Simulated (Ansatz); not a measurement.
`C#[C][In]([CH3])[CH3]`. Total charge 0; spin multiplicity 1. In: def2 effective core potential. The geometry is a stationary point of PBE0-D4/def2-TZVP.

```xyz
12

C     0.375    1.371    2.858
C     0.233    0.850    1.774
In   -0.016   -0.059   -0.121
C    -2.002    0.030   -0.927
C     1.754   -0.935   -0.959
H     0.501    1.828    3.814
H    -2.681   -0.516   -0.271
H    -2.057   -0.395   -1.929
H    -2.334    1.069   -0.959
H     2.192   -1.629   -0.239
H     2.487   -0.150   -1.152
H     1.548   -1.464   -1.889
```

Q: What is the dipole moment at r2SCAN/def2-TZVPP? (Best estimate.)

A: Computed: 1.14 D, with components (-0.13, -0.49, -1.02) D in this frame, pointing from negative to positive charge.

Q: And with PBE, B3LYP, ωB97M-V? (Estimate.)

A: Ansatz gave: PBE 1.15 D, B3LYP 1.16 D, ωB97M-V 1.14 D.

Q: Give the Mulliken charges with r2SCAN, PBE, ωB97M-V in def2-TZVPP. (An estimate is asked.)

A: The calculation gave: 
```json
{"atom": "C1", "r2SCAN": "-0.03", "PBE": "0.06", "ωB97M-V": "0.01"}
{"atom": "C2", "r2SCAN": "-0.51", "PBE": "-0.50", "ωB97M-V": "-0.56"}
{"atom": "In3", "r2SCAN": "0.75", "PBE": "0.69", "ωB97M-V": "0.76"}
{"atom": "C4", "r2SCAN": "-0.46", "PBE": "-0.57", "ωB97M-V": "-0.61"}
{"atom": "C5", "r2SCAN": "-0.46", "PBE": "-0.57", "ωB97M-V": "-0.61"}
{"atom": "H6", "r2SCAN": "0.21", "PBE": "0.19", "ωB97M-V": "0.22"}
{"atom": "H7", "r2SCAN": "0.08", "PBE": "0.11", "ωB97M-V": "0.13"}
{"atom": "H8", "r2SCAN": "0.08", "PBE": "0.11", "ωB97M-V": "0.13"}
{"atom": "H9", "r2SCAN": "0.09", "PBE": "0.11", "ωB97M-V": "0.13"}
{"atom": "H10", "r2SCAN": "0.09", "PBE": "0.12", "ωB97M-V": "0.13"}
{"atom": "H11", "r2SCAN": "0.08", "PBE": "0.11", "ωB97M-V": "0.13"}
{"atom": "H12", "r2SCAN": "0.08", "PBE": "0.11", "ωB97M-V": "0.13"}
```

B3LYP here is the variant with VWN-RPA as its local correlation; programs differ in this.
